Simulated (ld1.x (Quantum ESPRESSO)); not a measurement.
zinc (Zn), PAW: configuration errors across variants

| Quantity | Value |
| --- | --- |
| Element | Zn (Z = 30) |
| Generator | ld1.x (Quantum ESPRESSO) 7.5 |
| Type | PAW |
| Functional | revPBE |
| Relativity | fully relativistic |
| Frozen core | [Ne] |
| Valence charge | 20 |
| Reference configuration | 3s2 3p6 3d10 4s2 4p0 |
| Partial waves | 3s (bound): rcut 0.90, rcutus 1.05 bohr; 4s (bound): rcut 0.90, rcutus 1.05 bohr; 3p (bound): rcut 1.15, rcutus 1.45 bohr; 4p (bound, empty): rcut 1.15, rcutus 1.45 bohr; 3d (bound): rcut 0.50, rcutus 0.65 bohr; 3d channel at 2.1 Ry: rcut 0.50, rcutus 0.65 bohr |
| Local potential | all-electron potential smoothed inside 0.50 bohr (lloc = -1) |
| Core correction | Bessel-smoothed model core inside 0.55 bohr |
| Augmentation charge | BG, radius 0.50 bohr |

Open shells are filled in proportion to 2j + 1 (rel_dist='average').

All-electron excitation energies from the reference (eV): (1) 3s2 3p6 3d10 4s1 4p0 9.776; (2) 3s2 3p6 3d10 4s0 4p0 28.040; (3) 3s2 3p6 3d9 4s0 4p0 68.450.

2 further variants failed, have other tests or too few solved ones, and are left out.

Errors AE − PS in meV (a dash: test not solved or not reliable):

| change | (1) | (2) | (3) | bound ghosts |
| --- | --- | --- | --- | --- |
| base | -37 | +158 | +31 | not determined |
| waves 3d (bound): rcut 0.50, rcutus 0.60 bohr; 3d channel at 2.1 Ry: rcut 0.50, rcutus 0.60 bohr | +61 | +135 | +2.5 | not determined |
| waves 3d (bound): rcut 0.50, rcutus 0.66 bohr; 3d channel at 2.1 Ry: rcut 0.50, rcutus 0.66 bohr | -37 | +158 | +31 | not determined |
| waves 3d (bound): rcut 0.50, rcutus 0.72 bohr; 3d channel at 2.1 Ry: rcut 0.50, rcutus 0.72 bohr | -32 | +167 | -25 | not determined |
| waves 3d (bound): rcut 0.50, rcutus 0.90 bohr; 3d channel at 2.1 Ry: rcut 0.50, rcutus 0.90 bohr | -45 | +146 | -56 | not determined |
| waves 3d (bound): rcut 0.50, rcutus 0.96 bohr; 3d channel at 2.1 Ry: rcut 0.50, rcutus 0.96 bohr | -49 | +150 | -61 | not determined |

Problem. Give the same row for: waves 3d (bound): rcut 0.50, rcutus 0.82 bohr; 3d channel at 2.1 Ry: rcut 0.50, rcutus 0.82 bohr.

Solution. -39, +143, -51; bound ghosts: not determined.
